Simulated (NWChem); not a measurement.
Molecule: C2H3ClO2Si; SMILES C#C[Si](O)(O)Cl

```xyz
9

C      0.9306     2.6823     0.0321
C      0.4255     1.5762    -0.0087
Si    -0.3478    -0.0764    -0.0460
O     -1.3436    -0.2669     1.2519
O     -1.2456    -0.3287    -1.3935
Cl     1.1756    -1.4485    -0.0547
H      1.3812     3.6593     0.0613
H     -1.0312     0.0492     2.1048
H     -2.1945    -0.2016    -1.2973
```
Atoms are numbered in this order, from 1.

This is a stationary point of PBE0/def2-SVP (NWChem), point group C1. 

**Question.** Is it a minimum? If not, what does it relax to?

**Answer.** No. It has an imaginary frequency of 82i cm⁻¹. Following that mode (on a finer grid) lowers the energy by 0.7 kcal/mol and ends, with real frequencies alone, at point group C1:
```xyz
9

C      0.9727     2.7424     0.0020
C      0.3976     1.6712    -0.0044
Si    -0.4535     0.0659     0.0317
O     -1.3983    -0.1376     1.3639
O     -1.4052    -0.0256    -1.2967
Cl     0.9932    -1.4091     0.0316
H      1.4806     3.6911     0.0010
H     -0.9636    -0.3094     2.2043
H     -2.0048    -0.7765    -1.3500
```
